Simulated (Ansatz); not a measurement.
Species: C$_{5}$H$_{11}$N (charge 0, singlet). SMILES: NC1CCCC1
Geometry from a B3LYP-D3(BJ)/def2-TZVP (Ansatz, an electronic-structure program) optimisation:
```xyz
17

C     -1.6562     0.2564     0.2383
C     -1.2088    -1.1684    -0.1983
C      0.2973    -1.0564    -0.4958
C      0.7641     0.1354     0.3413
C     -0.3883     1.1266     0.1732
N      2.0390     0.6776    -0.1213
H     -2.0545     0.2328     1.2540
H     -2.4473     0.6522    -0.3987
H     -1.3896    -1.8842     0.6053
H     -1.7632    -1.5258    -1.0661
H      0.4714    -0.8141    -1.5475
H      0.8442    -1.9749    -0.2733
H      0.7962    -0.1784     1.3981
H     -0.3798     1.9223     0.9209
H     -0.2852     1.5948    -0.8093
H      2.3091     1.4809     0.4351
H      2.7774    -0.0101    -0.0217
```
Charge 0, spin multiplicity 1.

Property: atomisation energy (electronic, to ground-state atoms), in kcal/mol. Valence correlation only, unless marked. Open shells are spin-unrestricted. Spin-orbit coupling is left out. Non-relativistic. The coupled-cluster limit lacks core correlation, which all-electron functionals hold. Basis-set limits of correlation are two-point, X^-3; Hartree-Fock from the larger set.

| level | program | atomisation energy (kcal/mol) |
|---|---|---|
| HF/aug-cc-pVTZ | Ansatz | 1205.3 |
| PBE/def2-TZVPD | Ansatz | 1658.8 |

Estimate the value at CCSD(T)/CBS(cc-pVTZ,cc-pVQZ) as computed with Ansatz.

1629.6 kcal/mol, so PBE/def2-TZVPD differs from it by 29.2 kcal/mol.
